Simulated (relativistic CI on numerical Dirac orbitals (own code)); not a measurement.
Co⁴⁺ in a cubic cluster: L2,3 absorption with charge transfer

Computed with a charge-transfer multiplet model of a cubic metal-ligand cluster with up to 2 ligand holes, Slater and spin-orbit integrals from Dirac-Coulomb-Breit ions, Slater integrals scaled by 0.9. The ground state mixes d5 with configurations of k ligand holes L, whose averages lie at kΔ + k(k − 1)U_dd/2; a core hole lowers each added d electron by U_cd. 300 K, Lorentzian 0.4 eV and Gaussian 0.3 eV FWHM.

Atomic integrals in eV (Slater integrals scaled, ζ unscaled), ground: F2dd 12.224, F4dd 7.677, zeta_d 0.080; with the core hole: F2dd 12.888, F4dd 8.096, zeta_d 0.102, zeta_core 9.658, F2cd 7.721, G1cd 5.944, G3cd 3.382.

Cluster parameters (eV): U_dd = 7, U_cd = 8, 10Dq = 1.4, 10Dq(ligand) = 1.4, V(eg) = 1.65, V(t2g) = -0.83, final-state hopping factor = 0.8.

Weights, n_d and S are thermal averages at 300 K. Photon energies count from the first peak over 30 % of the highest in each spectrum, which can be another peak from case to case. The parameters are a model scan and need not match a compound or its usual spin state. Peaks in eV (height, largest 100): -2.0 (25), 0.0 (100), 3.6 (10), 4.7 (10), 13.8 (15), 16.0 (18), 17.3 (15).

Question: Which parameters give this spectrum?
A. Δ = 1.8 eV
B. Δ = -0.2 eV
C. Δ = 2.8 eV

Answer: A. Δ = 1.8 eV; the ground state then has 5.20 d electrons and S = 2.50. The choice follows from running the model for each set and comparing peak positions and heights.
